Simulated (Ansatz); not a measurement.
Geometry optimisation, DFT PBE-D3(BJ), scalar-relativistic, plane waves, PAW (Ansatz 0.2.0).

Input file:

```yaml
crystal:
  lattice:
    - [0.0, 5.43, 5.43]
    - [5.43, 0.0, 5.43]
    - [5.43, 5.43, 0.0]
  atoms:
    - { symbol: Si, position: [0.0, 0.0, 0.0] }
    - { symbol: Si, position: [0.125, 0.125, 0.125] }
    - { symbol: Si, position: [0.0, 0.0, 0.5] }
    - { symbol: Si, position: [0.125, 0.125, 0.625] }
    - { symbol: Si, position: [0.0, 0.5, 0.0] }
    - { symbol: Si, position: [0.125, 0.625, 0.125] }
    - { symbol: Si, position: [0.0, 0.5, 0.5] }
    - { symbol: Si, position: [0.125, 0.625, 0.625] }
    - { symbol: Si, position: [0.5, 0.0, 0.0] }
    - { symbol: Si, position: [0.625, 0.125, 0.125] }
    - { symbol: Si, position: [0.5, 0.0, 0.5] }
    - { symbol: Si, position: [0.625, 0.125, 0.625] }
    - { symbol: Si, position: [0.5, 0.5, 0.0] }
    - { symbol: Si, position: [0.625, 0.625, 0.125] }
    - { symbol: Si, position: [0.5, 0.5, 0.5] }
    - { symbol: Si, position: [0.625, 0.625, 0.625] }
    - { symbol: O, position: [0.8769608, 0.8816023, 0.379944], spin: 1.0 }
magnetization:
  spin_polarized: true
basis:
  ecutwfc: 420.0
kpoints:
  mp_grid: { grid: [2, 2, 2] }
hamiltonian:
  xc: pbe
  dispersion: d3bj
  pseudopotentials: { kind: paw, azcp: { folder: soft_1 } }
scf:
  occupations: { method: fermi_dirac, width: 0.05 }
  lower_state_search: "off"
relax:
  f_tol: 0.08
  max_steps: 25
  adjacent_minimum: "off"
```

Launched with:

```bash
$ ansatz run input.yaml --threads 1 --pin off --max-ram 3072MiB --backend cpu --events-out ev --progress --plain --runs-dir out
```

Problem. Where does it end, and by what steps?

Solution. The run converged. The threshold is loose, so the end isn't yet a minimum. Limits of this set-up: coarse k mesh. After 17 steps the energy has fallen by 3.442 eV; O17 moved furthest, 1.37 Å. Joined: Si12–O17.

| step | energy less start (eV) | largest force component (eV/Å) | accepted |
| --- | --- | --- | --- |
| 0 | 0.0000 | 0.428 | yes |
| 1 | -0.0706 | 0.439 | yes |
| 2 | -0.4633 | 0.857 | yes |
| 3 | -0.2787 | 3.719 | no |
| 4 | -0.6886 | 0.835 | yes |
| 5 | -0.8470 | 0.690 | yes |
| 6 | -0.9986 | 0.708 | yes |
| 7 | -1.1482 | 0.232 | yes |
| 8 | -1.2617 | 0.442 | yes |
| 9 | -1.3653 | 0.604 | yes |
| 10 | -1.5462 | 0.892 | yes |
| 11 | -1.7572 | 0.849 | yes |
| 12 | -1.9560 | 3.128 | yes |
| 13 | -2.7259 | 2.728 | yes |
| 14 | -3.2089 | 0.653 | yes |
| 15 | -3.4201 | 0.253 | yes |
| 16 | -3.4344 | 0.128 | yes |
| 17 | -3.4417 | 0.048 | yes |

```xyz
17
Lattice="0.0000 5.4300 5.4300 5.4300 0.0000 5.4300 5.4300 5.4300 0.0000" Properties=species:S:1:pos:R:3
Si -0.007 0.025 -0.037
Si 1.336 1.417 1.311
Si 2.758 3.001 0.247
Si 4.168 4.296 1.584
Si 2.669 0.052 2.683
Si 4.043 1.375 4.052
Si 5.471 2.740 2.780
Si 6.823 4.129 4.118
Si -0.274 2.585 2.566
Si 1.066 3.880 3.964
Si 2.371 5.294 2.655
Si 4.046 7.025 4.341
Si 2.600 2.723 5.324
Si 3.931 4.109 6.685
Si 5.379 5.456 5.400
Si 6.709 6.814 6.723
O 8.064 6.205 9.455
```

Whether the end is a true minimum wasn't checked by a vibrational analysis.

Run time: 4.2 min on 1 thread of Arm Neoverse V2, on a shared host, peak memory 0.66 GiB.
